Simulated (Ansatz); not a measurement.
Program: Ansatz. Geometries: PBE0-D4/def2-TZVP. ΔE: electronic, gas phase. CCSD(T)/CBS adds triple-zeta CCSD(T) − MP2 to the extrapolated MP2 energy (def2 sets, frozen cores). This one scheme is used for every species. Functionals use def2-TZVPP. B3LYP here is the variant with VWN-RPA as its local correlation; programs differ in this. One conformer a species, not always the lowest.

`[CH3][Al]([SiH3])[O][SiH3]` → `[CH3][AlH][O][SiH3]` + `[SiH2]`  (silylene loss)

`[CH3][Al]([SiH3])[O][SiH3]`:

```xyz
14

C     0.972    2.241   -0.594
Al    0.356    0.432   -0.243
Si    1.339   -1.619   -1.168
O    -0.972    0.208    0.782
Si   -2.139   -0.532    1.634
H     0.302    2.994   -0.172
H     1.066    2.426   -1.669
H     1.968    2.399   -0.166
H     1.612   -2.622   -0.098
H     0.407   -2.263   -2.139
H     2.621   -1.370   -1.887
H    -2.118   -2.003    1.400
H    -3.471   -0.008    1.233
H    -1.943   -0.282    3.088
```

`[CH3][AlH][O][SiH3]`:

Cartesian coordinates in Å:
```
C -1.945 0.669 0.806
Al -0.313 -0.325 1.154
O 0.875 -0.430 -0.041
Si 1.823 -0.389 -1.355
H -2.153 0.765 -0.263
H -1.867 1.683 1.214
H -2.810 0.204 1.287
H 0.006 -1.051 2.523
H 2.975 0.524 -1.126
H 1.065 0.098 -2.541
H 2.343 -1.750 -1.657
```

`[SiH2]`:

```xyz
3

Si    0.346    0.608    0.128
H    -0.741   -0.175    0.857
H     0.395   -0.433   -0.985
```

Q: Is it downhill or uphill in electronic energy at CCSD(T)/CBS, and by how much? (An estimate is asked.)

A: Computed: Uphill: ΔE = +243.6 kJ/mol.

Q: What do these levels give: BLYP-D4, B97M-V, ωB97X-V, PBE, BLYP, B3LYP, r2SCANh, BHLYP, LC-ωPBE, SCS-MP2/def2-TZVPP, HF/def2-QZVPP, CCSD/CBS(def2)? (Best estimate.)

A: Computed: BLYP-D4 231.7, B97M-V 232.4, ωB97X-V 253.3, PBE 252.6, BLYP 217.8, B3LYP 228.2, r2SCANh 264.7, BHLYP 234.4, LC-ωPBE 262.7, SCS-MP2/def2-TZVPP 237.9, HF/def2-QZVPP 215.6, CCSD/CBS(def2) 238.0 kJ/mol.

Largest T1 diagnostic among the species: 0.014.

The D4 term adds +11.6 kJ/mol with B3LYP and +6.7 kJ/mol with PBE0; it sums over pairs of atoms, weighted by their polarisabilities, and B3LYP, whose exchange is more repulsive, gets the larger term. In def2-TZVPP, CCSD(T) changes the Hartree–Fock value by +22.5 kJ/mol (the triples alone add +5.7 kJ/mol) and MP2 by +34.6 kJ/mol.
